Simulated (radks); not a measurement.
The numbers below are computed, except where a source is named.
Q: Orbital eigenvalues (eV) of the niobium ion Nb3+, [Kr] 4d2, of relativity; Dirac values are averaged over j with weights 2j + 1. Spin-unpolarised spherical Kohn-Sham, PBE, point nucleus unless stated (finite: rms radius 4.324 fm), a radial shooting solver on a logarithmic mesh with Libxc functionals. A level marked "c x" has the speed of light scaled by that factor and shares open shells by 2j + 1; other Dirac levels either fill j = l - 1/2 first or share by 2j + 1.

| shell | non-rel. |
|---|---|
| 1s | -18391 |
| 2s | -2558.2 |
| 2p | -2353.0 |
| 3s | -451.48 |
| 3p | -373.50 |
| 3d | -231.04 |
| 4s | -86.006 |
| 4p | -64.142 |
| 4d | -31.000 |

Give the values at the level "Dirac, c x 3".

A: 
shell  Dirac, c x 3  change of magnitude (%)
1s           -18438                    +0.26
2s          -2569.0                    +0.43
2p          -2355.9                    +0.12
3s          -453.44                    +0.44
3p          -374.01                    +0.14
3d          -230.66                    -0.16
4s          -86.313                    +0.36
4p          -64.195                    +0.08
4d          -30.955                    -0.15
